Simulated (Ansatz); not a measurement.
Energy needed to pull apart AlH₃SeO (SMILES [AlH2][O][SeH]), closed shell, into free ground-state atoms, from the structure below (displaced at random from a GFN2-xTB minimum); no zero-point or spin–orbit terms; open-shell atoms are treated unrestricted, in their ground-state multiplicity.

```json
{"atom": "Al1", "x (Å)": "-1.0869", "y (Å)": "-0.0365", "z (Å)": "-0.4099"}
{"atom": "O2", "x (Å)": "0.3342", "y (Å)": "-0.3014", "z (Å)": "0.3701"}
{"atom": "Se3", "x (Å)": "1.6522", "y (Å)": "-0.4499", "z (Å)": "1.3693"}
{"atom": "H4", "x (Å)": "-1.7989", "y (Å)": "-1.3465", "z (Å)": "-0.8462"}
{"atom": "H5", "x (Å)": "-1.4795", "y (Å)": "1.2375", "z (Å)": "-1.0548"}
{"atom": "H6", "x (Å)": "2.4621", "y (Å)": "0.6677", "z (Å)": "0.8491"}
```

Ansatz 0.2.0; basis: def2-TZVPP; cores frozen in the correlated methods. Filled d shells of the heavier atoms are correlated. The def2 sets are not built for correlating such inner shells, so the correlated values are less sure here.

```json
{"method": "SPW92", "atomization energy (eV)": "18.91"}
{"method": "PBE-D4", "atomization energy (eV)": "16.28"}
{"method": "r2SCAN-D4", "atomization energy (eV)": "16.30"}
{"method": "PBE0-D4", "atomization energy (eV)": "15.91"}
{"method": "CAM-B3LYP-D4", "atomization energy (eV)": "16.37"}
{"method": "wB97M-V", "atomization energy (eV)": "16.29"}
{"method": "HF", "atomization energy (eV)": "?"}
{"method": "MP2", "atomization energy (eV)": "?"}
{"method": "CCSD", "atomization energy (eV)": "15.53"}
{"method": "CCSD(T)", "atomization energy (eV)": "15.81"}
```

Q: What does HF give? (Judge from chemistry; the value comes from the calculation.)

A: Computed: 10.78 eV, which is about 5.03 eV less than CCSD(T)/def2-TZVPP.

Q: What does MP2 give? (Judge from chemistry; the value comes from the calculation.)

A: By the calculation: 16.07 eV, which is about 0.26 eV more than CCSD(T)/def2-TZVPP.

In triple zeta the MP2 and coupled-cluster atomization energies are still short of their basis limit by a few kcal/mol a bond, whereas those of the functionals are nearly converged, so these differences are not deviations from converged CCSD(T).

T1 diagnostic: at most 0.012.

For scale, one of the runs: CCSD(T)/def2-TZVPP forces, 163 basis functions (an equivalent command: `ansatz run in.yaml --threads 4`). The run took 110 s on 4 CPU threads (shared host), with 2.2 GiB of host memory at its peak.
